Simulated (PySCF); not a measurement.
Isomers of C3H12NOPSi2, one conformer each; single-point electronic energies without zero-point terms and without any empirical dispersion term.

All values: PBE0/pcSseg-1 (PySCF, non-relativistic), each on one gas-phase PBE0-D3(BJ)/def2-SVP geometry that isn't relaxed in the solvent. The solvent is an IEF-PCM continuum (van der Waals radii × 1.2). Specific hydrogen bonds and non-electrostatic terms are outside this model.

| isomer | relative energy, gas (kcal/mol) | dipole (D) |
| --- | --- | --- |
| `C=C[P@@](C)(=O)N([SiH3])[SiH3]` | 0.0 | 3.41 |
| `CN(C)C(=O)[SiH2][SiH2]P` | 25.5 | 3.66 |

Question: How do the relative energies look in tetrahydrofuran (ε = 7.426)?

Answer: 
| isomer | relative energy, solvent (kcal/mol) | E(solvent) − E(gas) (kcal/mol) | dipole in solvent (D) |
| --- | --- | --- | --- |
| `C=C[P@@](C)(=O)N([SiH3])[SiH3]` | 0.0 | -6.1 | 4.53 |
| `CN(C)C(=O)[SiH2][SiH2]P` | 26.2 | -5.3 | 4.66 |

The order is unchanged. Conformers: `[CH2:1]=[CH:2][P@@:3]([CH3:4])(=[O:5])[N:6]([SiH3:7])[SiH3:8]` with C1–C2–P3–C4 -127°, C2–P3–N6–Si7 -119°; `[CH3:1][N:2]([CH3:3])[C:4](=[O:5])[SiH2:6][SiH2:7][PH2:8]` with C1–N2–C4–O5 1°, N2–C4–Si6–Si7 179°, C4–Si6–Si7–P8 -175°, Si6–Si7–P8–H -73° and -167°. `C=C[P@@](C)(=O)N([SiH3])[SiH3]` gains most from the continuum, while `CN(C)C(=O)[SiH2][SiH2]P` has the largest gas-phase dipole. The gains span 0.8 kcal/mol, the gas-phase energies 25.5 kcal/mol.
